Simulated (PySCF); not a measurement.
Isomers of C7H14Ge, from PySCF, PBE0-D3(BJ)/def2-SVP geometry optimisation, gas phase. One conformer each, no zero-point energy, no frequencies.

Question: Which is lowest in electronic energy at this level?
A. `[CH2:1]=[CH:2][C@@H:3]1[CH2:4][CH2:5][CH2:6][Ge@H:7]1[CH3:8]` with C1–C2–C3–C4 -132°, C2–C3–C4–C5 -163°, C3–C4–C5–C6 53°, C4–C5–C6–Ge7 -37°, C5–C6–Ge7–C8 -104°: A = 1837, B = 1269, C = 864.8 MHz, dipole 1.01 D
B. `[GeH3:1][C@@H:2]1[CH2:3][C@@H:4]1[CH:5]1[CH2:6][CH2:7][CH2:8]1` with C3–C4–C5–C6 -160°, Ge1–C2–C3–C4 -113°, C2–C3–C4–C5 111°, C4–C5–C6–C7 -142°, C5–C6–C7–C8 19°: A = 2603, B = 728.8, C = 619.3 MHz, dipole 0.83 D
C. `[CH2:1]=[CH:2][CH2:3][C@H:4]1[CH2:5][CH2:6][GeH2:7][CH2:8]1` with C1–C2–C3–C4 -114°, C2–C3–C4–C5 177°, C3–C4–C5–C6 179°, C4–C5–C6–Ge7 -38°, C5–C6–Ge7–C8 14°, C6–Ge7–C8–C4 13°: A = 3333, B = 647.0, C = 574.8 MHz, dipole 0.46 D

Answer: A. That is `C=C[C@@H]1CC[CH2][Ge@H]1[CH3]`, 6.0 kcal/mol below the next.

```
                       SMILES                                                   mapped SMILES       E (Eh)  relative (kcal/mol)  relative (kJ/mol)  dipole (D)
C=C[C@@H]1CC[CH2][Ge@H]1[CH3]    [CH2:1]=[CH:2][C@@H:3]1[CH2:4][CH2:5][CH2:6][Ge@H:7]1[CH3:8]  -2351.12688                  0.0                0.0        1.01
 C=CC[C@H]1C[CH2][GeH2][CH2]1     [CH2:1]=[CH:2][CH2:3][C@H:4]1[CH2:5][CH2:6][GeH2:7][CH2:8]1  -2351.11724                  6.0               25.3        0.46
  [GeH3][C@@H]1C[C@@H]1C1CCC1  [GeH3:1][C@@H:2]1[CH2:3][C@@H:4]1[CH:5]1[CH2:6][CH2:7][CH2:8]1  -2351.08103                 28.8              120.4        0.83
```

As drawn, the lowest has a C=C bond outside aromatic rings, which the highest lacks; the highest has a three-membered ring and a four-membered ring, which the lowest lacks.
